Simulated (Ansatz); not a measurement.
One geometry of the cluster Ag₈Te₄⁺, several levels of theory.

```yaml
crystal:
  periodic: [false, false, false]
  atoms:
    - {symbol: Ag, position_ang: [-1.335834, -0.209823, 1.507580]}
    - {symbol: Ag, position_ang: [0.978313, -0.186770, 3.279591]}
    - {symbol: Ag, position_ang: [1.586674, 1.045507, 0.707414]}
    - {symbol: Ag, position_ang: [0.434903, -2.168210, -1.813915]}
    - {symbol: Ag, position_ang: [1.019071, -1.792247, 0.902979]}
    - {symbol: Ag, position_ang: [-0.988622, 2.258501, -0.070705]}
    - {symbol: Ag, position_ang: [-1.827141, -0.400958, -1.418502]}
    - {symbol: Ag, position_ang: [0.726041, 0.698592, -2.117440]}
    - {symbol: Te, position_ang: [-1.573465, -2.634017, 0.162454]}
    - {symbol: Te, position_ang: [2.792033, -0.756101, -1.036855]}
    - {symbol: Te, position_ang: [-0.214020, 2.138566, 2.564835]}
    - {symbol: Te, position_ang: [-1.597964, 2.006952, -2.667448]}
basis:
  gaussian: {orbitals: def2-TZVP, fitting: {mean_field: def2-universal-jkfit}, initial_orbitals: start.molden}
total_charge: 1
magnetization: {spin_polarized: true, initial_magnetization: 1}
hamiltonian: {xc: pbe0, dispersion: d4}
scf: {omitted_lower_state_checks: [starts]}
output: {orbitals: {seedname: orbitals}}
```

The file start.molden holds the orbitals of an earlier run on this structure, at another level or in another basis.

```sh
$ ansatz run in.yaml --threads 2 --pin off --events-out ev --progress --plain --max-ram 32768MiB --backend cuda --devices 0, --max-vram 18GiB
```

Output, abridged:

```
Functional definition: PBE0
2912 factors; integrals over basis functions are off by at most 1.4e0 eV
mean field evaluation 1: about -61180.1718 eV, gradient 3.2e1 eV
mean field evaluation 2: about -61181.7239 eV, gradient 2.0e0 eV
mean field evaluation 4: about -61181.7726 eV, gradient 1.0e-1 eV
mean field evaluation 8: about -61181.7740 eV, gradient 2.0e-4 eV
mean field -61181.77402542 eV, -2248.3887249383 hartree, gradient 6.8e-6 eV, S^2 0.760124; 0 other end points of the search recorded, 0 dependent functions left out
reference -61181.77407347 eV, -2248.3887267043 hartree; 124, 123 occupied and 396, 397 virtual orbitals, 2912 factors
Total energy: -61183.54330648 eV, -2248.4537448179 hartree
Checks for a lower state left out: starts
```

Hardware: 2 threads of AMD EPYC 7R13 on a shared host and a share (18 GiB) of an NVIDIA H100 80GB HBM3. Wall time 17 s, peak host memory 1.2 GiB.

The first input with `hamiltonian: {xc: {name: BHLYP}, dispersion: d4}` (abridged; 28 s):

```
Functional definition: BHLYP
mean field -61152.17704421 eV, -2247.3010559404 hartree, gradient 7.3e-6 eV, S^2 0.757051
Total energy: -61155.85907285 eV, -2247.4363679972 hartree
Checks for a lower state left out: starts
```

Geometry: PBE-D4/def2-SVP.

In the def2 sets Ag, Te take a core potential; there is no spin–orbit coupling. Single mean-field runs in def2-TZVP are fitted with def2-universal-jkfit. The structure comes from a short search, and lower isomers may exist.
